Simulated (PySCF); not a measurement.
propyl chloride (C3H7Cl), singlet, at a GFN2-xTB geometry. Base run: B3LYP/6-31G (PySCF).

Geometry (Å):
```xyz
11

C      0.8956    -0.6269     0.0089
C      2.3625    -0.2112     0.0283
C     -0.0084     0.5943     0.0018
H      0.6724    -1.2360     0.8868
H      0.6941    -1.2303    -0.8780
H      3.0011    -1.0903     0.0333
Cl    -1.7261     0.1088    -0.0208
H      2.6037     0.3846    -0.8490
H      2.5821     0.3789     0.9151
H      0.1355     1.2000     0.8968
H      0.1574     1.2058    -0.8854
```
Charge 0, spin multiplicity 1.
All else is at PySCF's defaults.
Base energy -578.69072 Eh.

Variants of this job, named by their change:

| change | ΔE vs base (mEh) | grid points | electrons on the grid |
|---|---|---|---|
| base | 0.000 | 129896 | 42.00007 |
| grids.prune = dft.gen_grid.sg1_prune | 0.041 | 55664 | 41.99980 |
| grids.level = 5 | 0.009 | 336768 | 42.00000 |
| grids.radi_method = delley | 0.000 | 140024 | 42.00007 |
| grids.prune = off | 0.000 | 208376 | 42.00007 |
| grids.atom_grid = (75, 302) | -0.001 | 159872 | 42.00007 |
| grids.level = 0 | -39.346 | 9224 | 42.01881 |
| grids.level = 1 | 0.040 | 39160 | 41.99983 |
| grids.level = 2 | -0.002 | 82976 | 42.00008 |
| grids.becke_scheme = stratmann | -0.001 | 129896 | 42.00007 |
| grids.radi_method = mura_knowles | 0.000 | 123848 | 42.00007 |
